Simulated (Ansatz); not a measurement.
Geometry optimisation, Ansatz 0.2.0, RHF/def2-SVP.

The input (input.yaml):

```yaml
crystal:
  periodic: [false, false, false]
  atoms:
    - { symbol: "N", position_ang: [-0.585, 1.5897, -0.0562] }
    - { symbol: Si, position_ang: [0.4064, 0.2436, 0.362] }
    - { symbol: B, position_ang: [-0.4325, -1.5364, -0.0644] }
    - { symbol: "N", position_ang: [0.6238, -0.8004, -1.0117] }
    - { symbol: H, position_ang: [0.00048, 2.44422, -0.19965] }
    - { symbol: H, position_ang: [-1.02897, 1.44186, -1.02166] }
    - { symbol: H, position_ang: [1.8081, 0.5669, 0.7936] }
    - { symbol: H, position_ang: [-1.0394, -2.4465, 0.2219] }
    - { symbol: H, position_ang: [1.4697, -1.2915, -0.8999] }
basis:
  gaussian: { orbitals: def2-SVP }
hamiltonian:
  xc: hf
relax:
  f_tol: 0.015
  max_steps: 40
```

Run as:

```bash
$ ansatz run input.yaml --threads 1 --pin off --max-ram 2048MiB --backend cpu --events-out ev --progress --plain --runs-dir out
```

**Question.** Where does it end, and by what steps?

**Answer.** The forces met the threshold. After 10 steps the energy has fallen by 2.421 eV; H9 moved furthest, 0.62 Å.

```json
{"step": "0", "energy less start (eV)": "0.0000", "largest force component (eV/Å)": "4.719", "accepted": "yes"}
{"step": "1", "energy less start (eV)": "-1.1508", "largest force component (eV/Å)": "2.513", "accepted": "yes"}
{"step": "2", "energy less start (eV)": "-1.7255", "largest force component (eV/Å)": "2.734", "accepted": "yes"}
{"step": "3", "energy less start (eV)": "-2.1250", "largest force component (eV/Å)": "1.688", "accepted": "yes"}
{"step": "4", "energy less start (eV)": "-2.2180", "largest force component (eV/Å)": "2.469", "accepted": "yes"}
{"step": "5", "energy less start (eV)": "-2.2097", "largest force component (eV/Å)": "2.211", "accepted": "no"}
{"step": "6", "energy less start (eV)": "-2.3952", "largest force component (eV/Å)": "0.444", "accepted": "yes"}
{"step": "7", "energy less start (eV)": "-2.4164", "largest force component (eV/Å)": "0.143", "accepted": "yes"}
{"step": "8", "energy less start (eV)": "-2.4205", "largest force component (eV/Å)": "0.082", "accepted": "yes"}
{"step": "9", "energy less start (eV)": "-2.4214", "largest force component (eV/Å)": "0.021", "accepted": "yes"}
{"step": "10", "energy less start (eV)": "-2.4215", "largest force component (eV/Å)": "0.010", "accepted": "yes"}
```

```xyz
9
Properties=species:S:1:pos:R:3
N -0.371 1.692 -0.282
Si 0.338 0.258 0.323
B -0.272 -1.548 0.075
N 0.755 -1.084 -0.732
H 0.133 2.552 -0.361
H -1.230 1.704 -0.793
H 1.439 0.696 1.203
H -0.872 -2.577 0.162
H 1.303 -1.479 -1.471
```

Run time: 75 s on 1 CPU thread of a shared host.
